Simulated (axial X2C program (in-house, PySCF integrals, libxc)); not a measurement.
## Working with the constants of SeI

A bond curve at the PBE0 level, two-component in a model world with the speed of light multiplied by 0.8, was computed with an in-house all-electron X2C program for linear molecules (integrals from PySCF) (basis I dyall-v3z [11s12p8d1f], Se dyall-v3z [9s9p6d1f] (cores contracted in-house)) for the state Ω = 3/2 (⟨Sz⟩ = 0.50, ⟨Lz⟩ = 1.00 at PBE0). Its fit gives Re = 2.4489 Å, ωe = 273.7 cm⁻¹, ωexe = 0.706 cm⁻¹ and αe = 1.839e-04 cm⁻¹; the masses are 126.9045 and 79.9165 u. Two-component means X2C with spin–orbit coupling and atomic mean-field Coulomb and Gaunt terms.

Q: Find the reduced mass, Be and the force constant.

A: From the PBE0 values: μ = 49.0364 u. Be = 16.8576/(μ Re²) = 0.05732 cm⁻¹. k = 5.8918×10⁻⁷ μ ωe² = 2.16 mdyn/Å.

Q: Estimate the centrifugal constant by the Kratzer relation.

A: D = 4Be³/ωe² = 1.01e-08 cm⁻¹.

Q: A Morse curve ties αe to the other constants (Pekeris). How well does that hold?

A: αe(Morse) = 6Be²/ωe × (√(ωexe/Be) − 1) = 1.808e-04 cm⁻¹; the PBE0 curve gives 1.839e-04 cm⁻¹, a ratio of 0.98.

Q: Estimate De from a Morse curve and compare with the computed well depth of 1.970 eV to I + Se.

A: De(Morse) = ωe²/(4ωexe) = 3.289 eV against 1.970 eV computed, a ratio of 1.67. The extrapolation overshoots: the well softens faster than a Morse curve, or the lowest atomic limit lies below the one to which the curve heads.

Q: The dipole moment p changes by 1.72 D/Å at Re. What harmonic infrared intensity follows?

A: I = 42.256 × (dp/dR)²/μ = 2.5 km/mol.

One determinant describes the state; a PBE0 search over occupations chose it and may have missed a lower one. De is counted from the lowest determinant-based energies of the atoms at the same level, without counterpoise correction. Density functionals use the spin component along the axis (collinear). Without a current term, density functionals place determinants with orbital angular momentum somewhat too high.
